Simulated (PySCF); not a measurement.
Sn(eta1-allyl)Me3, `C=C[CH2][Sn]([CH3])([CH3])[CH3]`. Theory: PBE0-D3(BJ)/def2-SVP geometry optimisation, gas phase, def2 core potentials past Kr in PySCF.

```
atom  x, y, z in Å
Sn1    0.4317    0.1424   -0.6249
C2     0.4751    0.0801    1.5586
C3    -0.9094    0.1514    2.0846
C4    -1.6494   -0.8796    2.5110
H5     1.0920    0.9260    1.9001
H6     0.9784   -0.8556    1.8480
H7    -1.3725    1.1476    2.0791
H8    -1.2474   -1.8980    2.5407
H9    -2.6786   -0.7399    2.8495
C10    2.4425    0.2833   -1.3934
H11    2.9363    1.1867   -1.0070
H12    2.4272    0.3344   -2.4919
H13    3.0308   -0.5954   -1.0917
C14   -0.7187    1.8608   -1.2313
H15   -0.7850    1.9100   -2.3280
H16   -0.2481    2.7862   -0.8685
H17   -1.7367    1.7977   -0.8207
C18   -0.5332   -1.6668   -1.2793
H19   -1.4830   -1.7828   -0.7372
H20    0.1018   -2.5395   -1.0687
H21   -0.7405   -1.6330   -2.3585
```

What is the longest distance between nuclei?

H9···H12, 7.47 Å; the next longest distance is 7.08 Å.

Give the dihedral angles C10–Sn1–C14–H16, C14–Sn1–C10–H13, C18–Sn1–C14–H16, C14–Sn1–C2–C3, C10–Sn1–C2–H6, H7–C3–C4–H8.

C10–Sn1–C14–H16 -59° (synclinal); C14–Sn1–C10–H13 180° (antiperiplanar); C18–Sn1–C14–H16 178° (antiperiplanar); C14–Sn1–C2–C3 53° (synclinal); C10–Sn1–C2–H6 -65° (synclinal); H7–C3–C4–H8 180° (antiperiplanar). Dihedral signs follow IUPAC: positive where, seen along the central bond, the front bond turns clockwise onto the rear one.

Work out the bond lengths Sn1–C18, C2–C3, C3–H7, C10–H11, C14–H16, C14–H17 in pm.

For Sn1–C18 the difference vector is (-0.9649, -1.8092, -0.6544) Å, of length 2.1523 Å. Sn1–C18 215.2; C2–C3 148.3; C3–H7 109.9; C10–H11 110.0; C14–H16 110.0; C14–H17 109.9 pm.

Where is the centre of mass (commonest isotopes), and what is the radius of gyration?

Mass 206.012 u; centre at (0.201, 0.073, -0.240) Å; Rg = √(Σ m r²/M) = 1.719 Å. As Ia + Ib + Ic = 2 Σ m r², the three principal moments sum to 1217.2 u·Å².

How far apart are these pairs, which share no bond: Sn1···H21, H6···H20, H6···H21, C14···H21?

Sn1···H21 2.744 Å (2 bonds apart); H6···H20 3.480 Å (4 bonds apart); H6···H21 4.610 Å (4 bonds apart); C14···H21 3.671 Å (3 bonds apart).

What are the angles C2–Sn1–C14, C3–C2–H6, C3–C2–H5, C2–C3–H7, H11–C10–H12, Sn1–C10–H12, Sn1–C18–H21?

From the scalar product of the two bond vectors; for C2–Sn1–C14 it is -1.4811 Å² over 2.1848 × 2.1550 Å², cos θ = -0.3146. C2–Sn1–C14 108.3°; C3–C2–H6 112.0°; C3–C2–H5 112.1°; C2–C3–H7 115.8°; H11–C10–H12 108.6°; Sn1–C10–H12 110.2°; Sn1–C18–H21 110.9°.

What is the repulsion energy of the bare nuclei, Σ ZA·ZB/RAB?

717.61 Eh over 210 pairs, with full nuclear charges and distances in bohr; the largest single term is 73.76 Eh (Sn1 with C18).

No PBE0-D3(BJ)/def2-SVP frequencies stand behind this structure, so it isn't proved a minimum. One conformer, not necessarily the lowest.

On one thread of an Intel Xeon at 2.50 GHz, on a shared host, this took 13 min and 0.79 GiB of memory at its peak. That covers the optimisation of the geometry.
